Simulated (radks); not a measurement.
Initial-state core-level shifts of the europium ion Eu2+ when its valence configuration changes from [Xe] 4f7. All-electron calculation, scalar-relativistic Kohn-Sham, PBE, spin-polarised, spherical densities, point nucleus; open shells are filled with parallel spins first (spin-orbit coupling, left out, can overturn this in heavy ions). Program: a radial shooting solver on a logarithmic mesh with Libxc functionals. Shifts are changes of the shell-averaged eigenvalues in eV (positive: less bound).

| valence | 1s | 3p | 4s | 4d |
|---|---|---|---|---|
| 4f6.5 5d0.5 | -3.265 | -3.967 | -3.774 | -3.548 |
| 4f6 6p1 | -10.586 | -12.088 | -11.643 | -11.188 |
| 4f5 6s2 | -20.391 | -23.775 | -22.545 | -21.480 |
| 4f4 6s2 6p1 | -33.629 | -39.233 | -36.819 | -34.997 |
| 4f6 5d1 | -6.774 | -8.263 | -7.810 | -7.325 |
| 4f6 6s1 | -9.408 | -10.924 | -10.473 | -10.015 |
| 4f6.5 6p0.5 | -5.097 | -5.797 | -5.614 | -5.408 |
| 4f5 6p2 | -22.527 | -25.918 | -24.682 | -23.609 |
| 4f4 6s1 6p2 | -34.508 | -40.130 | -37.710 | -35.881 |
